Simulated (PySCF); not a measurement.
Working out the ionisation energy of O²⁺

O²⁺ [He] 2s2 2p2 (3P) → O³⁺ [He] 2s2 2p1 (2P). Calculation: PySCF 2.14, in aug-cc-pwCVTZ; no relativity, point nucleus. Frozen: nothing. Energies in hartree (1 hartree = 27.21139 eV):

```csv
part,O²⁺ (lower),O³⁺ (upper)
UHF,-73.101087,-71.095211
MP2 opposite-spin,-0.108730,-0.103007
MP2 same-spin,-0.019324,-0.008357
```

What does Hartree-Fock give?

(-71.095211) − (-73.101087) = 2.005876 hartree = 54.583 eV.

What do MP2 and SCS-MP2 (6/5 opposite-spin, 1/3 same-spin) give?

The opposite-spin parts differ by 0.156 eV and the same-spin parts by 0.298 eV. MP2: 54.583 + (0.156) + (0.298) = 55.037 eV. SCS-MP2: 54.583 + 1.2 × (0.156) + (0.298)/3 = 54.870 eV.

A first-order spin-orbit estimate adds -0.005 eV to MP2 (valence and next inner shell), giving 55.032 eV against 54.936 eV (semi-empirical (NIST evaluation); NIST Atomic Spectra Database, ionization energies).

What remains against the reference includes basis incompleteness and correlation beyond second order.
